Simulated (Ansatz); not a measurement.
Cost and result for the atomization energy of C₂H₁₀OSi₂ (`C[Si](C)(O)[SiH3]`) (15 atoms, 14 bonds).

```
atom   x (Å)   y (Å)   z (Å)
  C1   0.922   0.939  -1.399
 Si2  -0.211   0.333  -0.052
  C3   0.520   0.672   1.637
  O4  -1.629   1.171  -0.265
 Si5  -0.613  -1.979  -0.262
  H6   1.087   2.015  -1.297
  H7   1.893   0.439  -1.348
  H8   0.493   0.752  -2.386
  H9   0.704   1.743   1.764
 H10   1.471   0.146   1.760
 H11  -0.146   0.345   2.440
 H12  -2.363   0.953   0.310
 H13   0.618  -2.773   0.018
 H14  -1.658  -2.420   0.709
 H15  -1.088  -2.336  -1.628
```

Charge 0, multiplicity 1. The geometry is a stationary point of PBE0-D4/def2-TZVP. It is one conformer, not always the lowest. Program: Ansatz. All runs use 2 threads of an AMD EPYC 7R13 on a shared host and a share of an NVIDIA H100 80 GB. Times are those of one run each, without the atoms' runs, and a repeat can differ threefold. Electronic energies, without spin–orbit coupling; frozen cores. CCSD(T)/CBS adds CCSD(T) − MP2 in def2-TZVPP to the MP2 limit, and its time is that of the two runs behind it. T1 = 0.011. B3LYP takes the VWN-RPA correlation (the form of Gaussian; ORCA's B3LYP/G).

CCSD(T)/CBS is a level of theory with its own doubt, some kJ/mol a heavy atom from the limit and from the frozen cores, so smaller differences don't rank the functionals.

```json
{"level": "B3LYP-D4/def2-TZVPP (with forces)", "functions": "317", "wall time": "4.3 s"}
{"level": "PBE0-D4/def2-TZVPP", "functions": "317", "wall time": "6 s"}
{"level": "B2PLYP/def2-TZVPP", "functions": "317", "wall time": "7.5 s"}
{"level": "r2SCAN-D4/def2-TZVPP (with forces)", "functions": "317", "wall time": "8 s"}
{"level": "CCSD(T)/def2-TZVPP", "functions": "317", "wall time": "8.5 s"}
{"level": "PBE-D4/def2-TZVPP (with forces)", "functions": "317", "wall time": "9.5 s"}
{"level": "ωB97X-V/def2-TZVPP", "functions": "317", "wall time": "9.6 s"}
{"level": "ωB97M-V/def2-TZVPP (with forces)", "functions": "317", "wall time": "10 s"}
{"level": "MP2/def2-QZVPP", "functions": "611", "wall time": "11 s"}
{"level": "CCSD(T)/CBS(def2)", "functions": "–", "wall time": "20 s"}
```

Q: What atomization energy does each give, and how far from CCSD(T)/CBS? (Estimate.)

A: The calculation gave: 
```json
{"level": "B3LYP-D4/def2-TZVPP (with forces)", "atomization (kJ/mol)": "5363.9", "difference from CCSD(T)/CBS": "-13.9", "per bond": "-1.0"}
{"level": "PBE0-D4/def2-TZVPP", "atomization (kJ/mol)": "5344.7", "difference from CCSD(T)/CBS": "-33.1", "per bond": "-2.4"}
{"level": "B2PLYP/def2-TZVPP", "atomization (kJ/mol)": "5302.1", "difference from CCSD(T)/CBS": "-75.7", "per bond": "-5.4"}
{"level": "r2SCAN-D4/def2-TZVPP (with forces)", "atomization (kJ/mol)": "5375.6", "difference from CCSD(T)/CBS": "-2.2", "per bond": "-0.2"}
{"level": "CCSD(T)/def2-TZVPP", "atomization (kJ/mol)": "5248.0", "difference from CCSD(T)/CBS": "-129.8", "per bond": "-9.3"}
{"level": "PBE-D4/def2-TZVPP (with forces)", "atomization (kJ/mol)": "5391.0", "difference from CCSD(T)/CBS": "13.2", "per bond": "0.9"}
{"level": "ωB97X-V/def2-TZVPP", "atomization (kJ/mol)": "5389.0", "difference from CCSD(T)/CBS": "11.2", "per bond": "0.8"}
{"level": "ωB97M-V/def2-TZVPP (with forces)", "atomization (kJ/mol)": "5377.4", "difference from CCSD(T)/CBS": "-0.4", "per bond": "0.0"}
{"level": "MP2/def2-QZVPP", "atomization (kJ/mol)": "5349.3", "difference from CCSD(T)/CBS": "-28.5", "per bond": "-2.0"}
{"level": "CCSD(T)/CBS(def2)", "atomization (kJ/mol)": "5377.8", "difference from CCSD(T)/CBS": "0.0", "per bond": "0.0"}
```

From PBE to PBE0 (25 % exact exchange), in def2-TZVPP and without D4, the atomization energy moves by −41.7 kJ/mol: exact exchange takes away binding that semilocal exchange gives to molecules. In def2-TZVPP, CCSD(T) changes the Hartree–Fock value by +1198.9 kJ/mol (the triples alone add +56.8 kJ/mol) and MP2 by +1223.2 kJ/mol; breaking electron pairs costs correlation energy, which Hartree–Fock lacks. The D4 term adds +52.4 kJ/mol with B3LYP and +28.1 kJ/mol with PBE0; it sums over pairs of atoms, weighted by their polarisabilities, and B3LYP, whose exchange is more repulsive, gets the larger term.
